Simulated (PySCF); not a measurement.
SbCl₅, SMILES [Cl][Sb]([Cl])([Cl])([Cl])[Cl].

Coordinates come from a PBE0-D3(BJ)/def2-SVP optimisation. The isomer is the one that the SMILES or the coordinates give; other isomers of the formula were not compared. The def2 effective core potentials stand for the cores of Sb; spin–orbit coupling is left out.

Level of theory: PySCF with HF/def2-TZVP.

Gas-phase values at a fixed geometry.

```json
{
 "total_energy": "-2536.92371 hartree",
 "point_group": "D3h",
 "highest_occupied_level": "-12.63 eV",
 "lowest_empty_level": "-1.23 eV",
 "orbital_gap": "11.40 eV",
 "dipole_moment": "0.00 D",
 "quadrupole, principal values (traceless, Buckingham form, about the centre of nuclear charge)": "-6.00, 3.00, 3.00 D·Å",
 "mean_static_polarisability": "95.2 bohr³ (14.11 Å³)",
 "polarisability_principal_values": "91.9, 91.9, 101.9 bohr³"
}
```
